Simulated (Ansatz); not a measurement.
Born–Oppenheimer molecular dynamics of ClGaH2 (4 atoms, charge 0, multiplicity 1). It starts from a relaxed structure.

Computed with RKS B3LYP/def2-SVP (Ansatz).

```json
{
  "ensemble": "NVT, Langevin thermostat",
  "time step": "3 fs",
  "steps asked": "40",
  "set temperature": "200 K",
  "friction": "0.001 /fs",
  "seed": "533396"
}
```

First frame:

```xyz
4
Properties=species:S:1:pos:R:3
Ga 0.000 0.000 -0.042
Cl 0.000 0.000 2.128
H 1.413 0.000 -0.708
H -1.413 0.000 -0.708
```

(1) How far do the bonds stretch over the last three quarters of this one trajectory? (Pairs bonded in most of those frames.)

## Answers

(1) 
| bond | mean (Å) | spread (Å) | shortest | longest |
| --- | --- | --- | --- | --- |
| Ga1–Cl2 | 2.172 | 0.007 | 2.16 | 2.18 |
| Ga1–H3 | 1.568 | 0.048 | 1.50 | 1.64 |
| Ga1–H4 | 1.562 | 0.010 | 1.54 | 1.58 |

Mean temperature of the second half: 104 K. The mean temperature of the second half is 48 % below the set value. A step of 3 fs is long for free X–H stretches (periods near 10 fs) and can bias their spread and the temperature. A run of 0.12 ps of so small a system gives no equilibrium averages.

Time of the run: 47 s on 1 thread of Arm Neoverse V2 (shared host), peak memory 0.11 GiB.
